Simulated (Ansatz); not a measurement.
Ansatz (an electronic-structure program) input (B3LYP-D3(BJ)/def2-TZVP):

Ansatz 0.2 input:
```yaml
crystal:
  periodic: [false, false, false]
  atoms:
    - {symbol: C, position_ang: [2.91144443, 0.18526800, 0.08720863]}
    - {symbol: C, position_ang: [1.61144963, -0.39253172, 0.46523508]}
    - {symbol: C, position_ang: [0.42925404, 0.31163131, -0.20685713]}
    - {symbol: C, position_ang: [-0.90707105, -0.28674748, 0.22071142]}
    - {symbol: C, position_ang: [-2.08581543, 0.40584046, -0.46450994]}
    - {symbol: O, position_ang: [-3.33274337, -0.09019296, -0.03795488]}
    - {symbol: H, position_ang: [3.80879767, -0.39683884, 0.15353213]}
    - {symbol: H, position_ang: [2.98890300, 1.22170548, -0.17590835]}
    - {symbol: H, position_ang: [1.46948054, -0.32426981, 1.55760293]}
    - {symbol: H, position_ang: [1.59499133, -1.46180453, 0.22788768]}
    - {symbol: H, position_ang: [0.53417689, 0.22960937, -1.29100604]}
    - {symbol: H, position_ang: [0.45017857, 1.37269465, 0.04897133]}
    - {symbol: H, position_ang: [-1.02717411, -0.19358227, 1.30252375]}
    - {symbol: H, position_ang: [-0.92595850, -1.35299017, -0.02689103]}
    - {symbol: H, position_ang: [-1.98802032, 0.31080705, -1.55663784]}
    - {symbol: H, position_ang: [-2.09630540, 1.46898046, -0.21336639]}
    - {symbol: H, position_ang: [-3.36027485, -1.03937257, -0.20273125]}
basis:
  gaussian:
    orbitals: def2-TZVP
hamiltonian:
  xc: b3lyp
  dispersion: d3bj
magnetization: {spin_polarized: true, initial_magnetization: 1}
relax: {f_tol: 0.002, max_steps: 150}
```

Output:

```
Functional definition: B3LYP
integrals: 0.18 GiB planned
1535 factors; their error is unknown
0.33 GiB of the device are held for the grids
1.45 GiB of device memory are held for the factors and their scratch space
mean field: 1.68 GiB planned
mean field evaluation 1: about -7398.3717 eV, gradient 5.7e1 eV
mean field evaluation 2: about -7388.2521 eV, gradient 7.4e1 eV
mean field evaluation 4: about -7412.9229 eV, gradient 4.6e0 eV
mean field evaluation 8: about -7412.9944 eV, gradient 5.9e-2 eV
mean field evaluation 16: about -7412.9554 eV, gradient 5.9e-4 eV
mean field -7412.95538862 eV, -272.4210858502 hartree, gradient 2.6e-5 eV, S^2 0.753900; 0 other end points of the search recorded, 0 dependent functions left out
the calculation of the forces begins
reference -7412.95570805 eV, -272.4210975890 hartree; 25, 24 occupied and 227, 228 virtual orbitals, 1535 factors
relax step   1: F+E_penalty+E_count = -7413.51022051 eV  Δ(F+E_penalty+E_count) = +0.000e0 eV  max|allowed force component| = 4.904e-1 eV/Å  Δτ_max = 0.0000 Å  (32 SCF iters, accepted)
these checks for a lower state are left out or cut short: starts, cluster_reference, orbital_swaps, neighbouring_geometries, increment
integrals: 0.18 GiB planned
1535 factors; their error is unknown
0.33 GiB of the device are held for the grids
1.45 GiB of device memory are held for the factors and their scratch space
mean field: 1.67 GiB planned
mean field -7412.97600390 eV, -272.4218434478 hartree, gradient 1.6e-5 eV, S^2 0.753949; 0 other end points of the search recorded, 0 dependent functions left out
the calculation of the forces begins
reference -7412.97632516 eV, -272.4218552537 hartree; 25, 24 occupied and 227, 228 virtual orbitals, 1535 factors
relax step   2: F+E_penalty+E_count = -7413.52732634 eV  Δ(F+E_penalty+E_count) = -1.711e-2 eV  max|allowed force component| = 2.979e-1 eV/Å  Δτ_max = 0.0399 Å  (34 SCF iters, accepted)
these checks for a lower state are left out or cut short: starts, cluster_reference, orbital_swaps, neighbouring_geometries, increment
integrals: 0.18 GiB planned
1535 factors; their error is unknown
0.33 GiB of the device are held for the grids
1.45 GiB of device memory are held for the factors and their scratch space
mean field: 1.68 GiB planned
mean field evaluation 32: about -7412.9781 eV, gradient 1.4e-5 eV
mean field -7412.97813309 eV, -272.4219216941 hartree, gradient 1.5e-5 eV, S^2 0.753964; 0 other end points of the search recorded, 0 dependent functions left out
the calculation of the forces begins
reference -7412.97845421 eV, -272.4219334948 hartree; 25, 24 occupied and 227, 228 virtual orbitals, 1535 factors
relax step   3: F+E_penalty+E_count = -7413.52985812 eV  Δ(F+E_penalty+E_count) = -2.532e-3 eV  max|allowed force component| = 1.460e-1 eV/Å  Δτ_max = 0.0075 Å  (35 SCF iters, accepted)
these checks for a lower state are left out or cut short: starts, cluster_reference, orbital_swaps, neighbouring_geometries, increment
integrals: 0.18 GiB planned
1535 factors; their error is unknown
0.33 GiB of the device are held for the grids
1.45 GiB of device memory are held for the factors and their scratch space
mean field: 1.68 GiB planned
mean field -7412.97844655 eV, -272.4219332133 hartree, gradient 1.5e-5 eV, S^2 0.753965; 0 other end points of the search recorded, 0 dependent functions left out
the calculation of the forces begins
reference -7412.97876758 eV, -272.4219450110 hartree; 25, 24 occupied and 227, 228 virtual orbitals, 1535 factors
relax step   4: F+E_penalty+E_count = -7413.53027614 eV  Δ(F+E_penalty+E_count) = -4.180e-4 eV  max|allowed force component| = 4.593e-2 eV/Å  Δτ_max = 0.0055 Å  (35 SCF iters, accepted)
these checks for a lower state are left out or cut short: starts, cluster_reference, orbital_swaps, neighbouring_geometries, increment
integrals: 0.18 GiB planned
1535 factors; their error is unknown
0.33 GiB of the device are held for the grids
1.45 GiB of device memory are held for the factors and their scratch space
mean field: 1.68 GiB planned
mean field -7412.97858300 eV, -272.4219382280 hartree, gradient 1.5e-5 eV, S^2 0.753963; 0 other end points of the search recorded, 0 dependent functions left out
the calculation of the forces begins
reference -7412.97890400 eV, -272.4219500246 hartree; 25, 24 occupied and 227, 228 virtual orbitals, 1535 factors
relax step   5: F+E_penalty+E_count = -7413.53039984 eV  Δ(F+E_penalty+E_count) = -1.237e-4 eV  max|allowed force component| = 8.158e-3 eV/Å  Δτ_max = 0.0059 Å  (35 SCF iters, accepted)
these checks for a lower state are left out or cut short: starts, cluster_reference, orbital_swaps, neighbouring_geometries, increment
integrals: 0.18 GiB planned
1535 factors; their error is unknown
0.33 GiB of the device are held for the grids
1.45 GiB of device memory are held for the factors and their scratch space
mean field: 1.68 GiB planned
mean field -7412.97867015 eV, -272.4219414305 hartree, gradient 1.5e-5 eV, S^2 0.753963; 0 other end points of the search recorded, 0 dependent functions left out
the calculation of the forces begins
reference -7412.97899118 eV, -272.4219532283 hartree; 25, 24 occupied and 227, 228 virtual orbitals, 1535 factors
relax step   6: F+E_penalty+E_count = -7413.53044393 eV  Δ(F+E_penalty+E_count) = -4.409e-5 eV  max|allowed force component| = 1.715e-2 eV/Å  Δτ_max = 0.0062 Å  (34 SCF iters, accepted)
these checks for a lower state are left out or cut short: starts, cluster_reference, orbital_swaps, neighbouring_geometries, increment
integrals: 0.18 GiB planned
1535 factors; their error is unknown
0.33 GiB of the device are held for the grids
1.45 GiB of device memory are held for the factors and their scratch space
mean field: 1.68 GiB planned
mean field -7412.97874693 eV, -272.4219442521 hartree, gradient 1.5e-5 eV, S^2 0.753964; 0 other end points of the search recorded, 0 dependent functions left out
the calculation of the forces begins
reference -7412.97906808 eV, -272.4219560542 hartree; 25, 24 occupied and 227, 228 virtual orbitals, 1535 factors
relax step   7: F+E_penalty+E_count = -7413.53048291 eV  Δ(F+E_penalty+E_count) = -3.898e-5 eV  max|allowed force component| = 1.194e-2 eV/Å  Δτ_max = 0.0102 Å  (34 SCF iters, accepted)
these checks for a lower state are left out or cut short: starts, cluster_reference, orbital_swaps, neighbouring_geometries, increment
integrals: 0.18 GiB planned
1535 factors; their error is unknown
0.33 GiB of the device are held for the grids
1.45 GiB of device memory are held for the factors and their scratch space
mean field: 1.68 GiB planned
mean field evaluation 64: about -7412.9781 eV, gradient 5.0e-1 eV
mean field -7412.97877455 eV, -272.4219452674 hartree, gradient 1.5e-5 eV, S^2 0.753964; 0 other end points of the search recorded, 0 dependent functions left out
the calculation of the forces begins
reference -7412.97909590 eV, -272.4219570765 hartree; 25, 24 occupied and 227, 228 virtual orbitals, 1535 factors
relax step   8: F+E_penalty+E_count = -7413.53050967 eV  Δ(F+E_penalty+E_count) = -2.676e-5 eV  max|allowed force component| = 5.969e-3 eV/Å  Δτ_max = 0.0120 Å  (34 SCF iters, accepted)
these checks for a lower state are left out or cut short: starts, cluster_reference, orbital_swaps, neighbouring_geometries, increment
integrals: 0.18 GiB planned
1535 factors; their error is unknown
0.33 GiB of the device are held for the grids
1.45 GiB of device memory are held for the factors and their scratch space
mean field: 1.68 GiB planned
mean field -7412.97879384 eV, -272.4219459762 hartree, gradient 1.5e-5 eV, S^2 0.753967; 0 other end points of the search recorded, 0 dependent functions left out
the calculation of the forces begins
reference -7412.97911549 eV, -272.4219577964 hartree; 25, 24 occupied and 227, 228 virtual orbitals, 1535 factors
relax step   9: F+E_penalty+E_count = -7413.53053216 eV  Δ(F+E_penalty+E_count) = -2.249e-5 eV  max|allowed force component| = 6.689e-3 eV/Å  Δτ_max = 0.0175 Å  (34 SCF iters, accepted)
these checks for a lower state are left out or cut short: starts, cluster_reference, orbital_swaps, neighbouring_geometries, increment
integrals: 0.18 GiB planned
1535 factors; their error is unknown
0.33 GiB of the device are held for the grids
1.45 GiB of device memory are held for the factors and their scratch space
mean field: 1.68 GiB planned
mean field -7412.97872735 eV, -272.4219435327 hartree, gradient 1.4e-5 eV, S^2 0.753965; 0 other end points of the search recorded, 0 dependent functions left out
the calculation of the forces begins
reference -7412.97904918 eV, -272.4219553599 hartree; 25, 24 occupied and 227, 228 virtual orbitals, 1535 factors
relax step  10: F+E_penalty+E_count = -7413.53053744 eV  Δ(F+E_penalty+E_count) = -5.288e-6 eV  max|allowed force component| = 5.034e-3 eV/Å  Δτ_max = 0.0109 Å  (34 SCF iters, accepted)
these checks for a lower state are left out or cut short: starts, cluster_reference, orbital_swaps, neighbouring_geometries, increment
integrals: 0.18 GiB planned
1535 factors; their error is unknown
0.33 GiB of the device are held for the grids
1.45 GiB of device memory are held for the factors and their scratch space
mean field: 1.68 GiB planned
mean field -7412.97872326 eV, -272.4219433823 hartree, gradient 1.4e-5 eV, S^2 0.753969; 0 other end points of the search recorded, 0 dependent functions left out
the calculation of the forces begins
reference -7412.97904517 eV, -272.4219552125 hartree; 25, 24 occupied and 227, 228 virtual orbitals, 1535 factors
relax step  11: F+E_penalty+E_count = -7413.53054075 eV  Δ(F+E_penalty+E_count) = -3.309e-6 eV  max|allowed force component| = 3.752e-3 eV/Å  Δτ_max = 0.0063 Å  (35 SCF iters, accepted)
these checks for a lower state are left out or cut short: starts, cluster_reference, orbital_swaps, neighbouring_geometries, increment
integrals: 0.18 GiB planned
1535 factors; their error is unknown
0.33 GiB of the device are held for the grids
1.45 GiB of device memory are held for the factors and their scratch space
mean field: 1.68 GiB planned
mean field evaluation 96: about -7412.9788 eV, gradient 1.4e-5 eV
mean field -7412.97876339 eV, -272.4219448570 hartree, gradient 1.4e-5 eV, S^2 0.753966; 0 other end points of the search recorded, 0 dependent functions left out
the calculation of the forces begins
reference -7412.97908525 eV, -272.4219566853 hartree; 25, 24 occupied and 227, 228 virtual orbitals, 1535 factors
relax step  12: F+E_penalty+E_count = -7413.53054363 eV  Δ(F+E_penalty+E_count) = -2.873e-6 eV  max|allowed force component| = 1.644e-3 eV/Å  Δτ_max = 0.0045 Å  (35 SCF iters, accepted)
integrals: 0.18 GiB planned
1535 factors; their error is unknown
0.33 GiB of the device are held for the grids
1.45 GiB of device memory are held for the factors and their scratch space
mean field: 1.68 GiB planned
mean field -7412.97876339 eV, -272.4219448570 hartree, gradient 1.4e-5 eV, S^2 0.753966; 1 other end points of the search recorded, 0 dependent functions left out
the calculation of the forces begins
reference -7412.97908525 eV, -272.4219566853 hartree; 25, 24 occupied and 227, 228 virtual orbitals, 1535 factors
Total energy: -7413.53086549 eV, -272.4422342351 hartree
Atom 0 at     2.934878     0.187113     0.082418 Å, force    -0.000974     0.001394    -0.000129 eV/Å
Atom 1 at     1.620851    -0.391603     0.457076 Å, force    -0.000927    -0.001042     0.000418 eV/Å
Atom 2 at     0.428233     0.299648    -0.207459 Å, force     0.000085     0.001592    -0.001099 eV/Å
Atom 3 at    -0.916600    -0.283473     0.217249 Å, force     0.000151    -0.001644     0.001280 eV/Å
Atom 4 at    -2.095749     0.403996    -0.455203 Å, force     0.001416     0.001322    -0.000996 eV/Å
Atom 5 at    -3.356596    -0.094441    -0.020205 Å, force     0.000643     0.000128     0.000441 eV/Å
Atom 6 at     3.850636    -0.369343     0.226675 Å, force    -0.000423     0.000256    -0.000188 eV/Å
Atom 7 at     3.015484     1.221783    -0.224423 Å, force     0.000265    -0.001379     0.000244 eV/Å
Atom 8 at     1.485945    -0.342024     1.550862 Å, force     0.000256     0.000007     0.000229 eV/Å
Atom 9 at     1.603820    -1.462921     0.223454 Å, force     0.000235    -0.000159     0.000027 eV/Å
Atom 10 at     0.535682     0.230230    -1.294461 Å, force    -0.000120    -0.000007    -0.000168 eV/Å
Atom 11 at     0.455279     1.367126     0.035832 Å, force    -0.000048     0.000244    -0.000100 eV/Å
Atom 12 at    -1.036603    -0.203409     1.301593 Å, force     0.000085    -0.000081     0.000195 eV/Å
Atom 13 at    -0.941564    -1.353521    -0.023121 Å, force     0.000052    -0.000236     0.000073 eV/Å
Atom 14 at    -2.003243     0.325794    -1.546615 Å, force    -0.000412    -0.000224     0.000003 eV/Å
Atom 15 at    -2.103104     1.466773    -0.205992 Å, force    -0.000488     0.000050     0.000057 eV/Å
Atom 16 at    -3.402038    -1.033523    -0.229870 Å, force     0.000205    -0.000222    -0.000287 eV/Å
Dipole moment:     0.229104    -0.208714    -0.096278 e Å
```

It need not be the lowest isomer of its formula.
